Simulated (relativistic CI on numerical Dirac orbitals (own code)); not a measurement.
**Pr⁴⁺: calculation against measurement**

Method of calculation: Dirac-Coulomb-Breit CI, KLI orbitals optimised for each configuration, model QED, valence Slater integrals scaled by 0.85, P86 correlation energy added to each configuration (own radial code, finite nucleus).

Configurations in the expansion (outside the closed core [Kr] 4d10): 4f5s²5p⁶, 5s²5p⁶5d, 4f5s²5p⁵5d, 4f²5s²5p⁵, 5s²5p⁶6s, 5s²5p⁶6p, 4f5s²5p⁵5f, 4f5s5p⁶5d, 5s²5p⁶6d, 4f5s²5p⁵5g, 4f5s²5p⁵6s, 5s²5p⁶7s, 5s²5p⁶5f. Double excitations out of closed p, d and f shells are left out; levels of such configurations are missing from the list, as are those of other unlisted configurations, and high levels can miss mixing partners.

| Configuration | Term (tabulated) | J | Measured (cm⁻¹) | Computed | Error | Purity (%) |
| --- | --- | --- | --- | --- | --- | --- |
| 4f5s²5p⁶ | 2F° | 5/2 | 0.0 | 0 | 0 | 100 |
| 4f5s²5p⁶ | 2F° | 7/2 | 3027.4 | 2873 | -155 | 100 |
| 5s²5p⁶5d | 2D | 3/2 | 115052.3 | 112427 | -2626 | 98 |
| 5s²5p⁶5d | 2D | 5/2 | 118513.8 | 115655 | -2859 | 98 |
| 5s²5p⁶6s | 2S | 1/2 | 178971.1 | 181658 | 2687 | 98 |
| 5s²5p⁶6p | 2P° | 3/2 | 230039.5 | 231472 | 1433 | 100 |

Measured levels from Martin, Zalubas and Hagan, Atomic Energy Levels: The Rare-Earth Elements, NSRDS-NBS 60 (1978); pairs were made by configuration, J and term (by order where the table uses no LS term), so strongly mixed levels may be paired wrongly.

Mean error by configuration (cm⁻¹): 4f5s²5p⁶ -155; 5s²5p⁶5d -2743; 5s²5p⁶6s 2687; 5s²5p⁶6p 1433. Over the excited levels the mean absolute error is 1952 cm⁻¹ (5 of the 5 excited levels that our extract of the source holds in range could be paired), and the median relative error of those above 1,000 cm⁻¹ is 2.3 %.
